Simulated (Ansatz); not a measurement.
Cl$_{2}$FOSn, SMILES `[O][Sn]([F])([Cl])[Cl]` radical. Charge 0, multiplicity 2. Sn takes the def2 core potential.

```xyz
5

O    -0.222    0.557    1.905
Sn   -0.021   -0.020    0.035
F    -0.842   -1.711   -0.187
Cl   -1.111    1.444   -1.328
Cl    2.195   -0.270   -0.426
```

Task: What are the harmonic wavenumbers in cm⁻¹ at PBE0-D4/def2-TZVP (Ansatz, finite differences of forces, unscaled)? (Estimate.)

Result: Ansatz gave: 80, 97, 137, 162, 171, 388, 417, 630, 655.

Task: Is this a minimum?

Result: Yes, all 9 modes are real.

Task: Give the ideal-gas thermochemistry at 298.15 K and 1 bar (rigid rotor, harmonic oscillator; point group Cs, symmetry number 1).

Result: Zero-point energy 16.4 kJ/mol; H(298) − E = 37.6 kJ/mol; entropy 377.1 J/(mol·K), of which translation 176.4, rotation 120.3, vibration 74.7, electronic 5.8; G(298) − E = -74.9 kJ/mol. Modes under 100 cm⁻¹ are hindered rotations or soft bends, so the harmonic entropy is rough.

Task: And at 400, 500, 600, 800 and 1000 K?

Result: 
```csv
T (K),H − E (kJ/mol),S (J/mol/K),G − E (kJ/mol)
400,47.4,405.4,-114.8
500,57.5,427.8,-156.5
600,67.7,446.6,-200.2
800,88.7,476.7,-292.7
1000,109.8,500.3,-390.4
```
